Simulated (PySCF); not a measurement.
AuF5, SMILES [F][Au]([F])([F])([F])[F], multiplicity 1.

Geometry optimised at PBE0-D3(BJ)/def2-SVP. The spin state was assumed, not searched. The def2 effective core potentials stand for the cores of Au; spin–orbit coupling is left out.

Two levels are set side by side: PBE/def2-TZVP (PySCF) and HF/def2-TZVP (PySCF). Same geometry, gas phase. Differences are taken from unrounded values.

```
quantity                         HF    PBE  PBE minus HF
---------------------------  ------  -----  ------------
orbital gap (eV)              11.75   0.24        -11.50
highest occupied level (eV)  -17.01  -9.24          7.77
lowest empty level (eV)       -5.26  -9.00         -3.74
dipole moment (D)              0.92   0.78         -0.15
mean polarisability (bohr³)    45.5   48.2           2.7
```

Without exact exchange PBE keeps part of each electron's self-repulsion, which lifts occupied levels and narrows the gap. PBE's more diffuse valence density responds more strongly to a field. Differences between two approximate levels are no errors against the true value.

Rough cost on one machine, each run with all the roots and properties that it gave: HF against PBE about 1/2.
